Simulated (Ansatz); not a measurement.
`[SiH3][O][In]([SH])[Cl]` + `[AsH3]` → `[SiH3][AsH2]` + `[OH][In]([SH])[Cl]`  (ligand exchange at the Si–O bond)

Calculated with Ansatz (gas phase, PBE0-D4/def2-TZVP geometries, no zero-point term in ΔE). CCSD(T)/CBS adds triple-zeta CCSD(T) − MP2 to the extrapolated MP2 energy (def2 sets, frozen cores). Elements past krypton have def2 core potentials. For As, In outer-core shells are correlated without core-valence functions, which leaves a few kJ/mol of doubt a bond. Scalar relativity is left out up to krypton. Each species was taken in one conformer, which may not be the lowest.

```csv
species,CCSD/def2-TZVPP energy (Eh)
`[SiH3][O][In]([SH])[Cl]`,-1413.64263
`[AsH3]`,-2236.23597
`[SiH3][AsH2]`,-2526.49553
`[OH][In]([SH])[Cl]`,-1123.35396
```

**Question.** Work out ΔE.

**Answer.** ΔE = (-2526.49553) + (-1123.35396) − (-1413.64263) − (-2236.23597) = 0.02911 Eh = +76.4 kJ/mol. CCSD(T)/CBS gives +71.2 kJ/mol.

Largest T1 diagnostic among the species: 0.015.

From PBE to PBE0 (25 % exact exchange), in def2-TZVPP and without D4, ΔE moves by +8.0 kJ/mol. In def2-TZVPP, CCSD(T) changes the Hartree–Fock value by −21.3 kJ/mol (the triples alone add −3.0 kJ/mol) and MP2 by −21.6 kJ/mol.
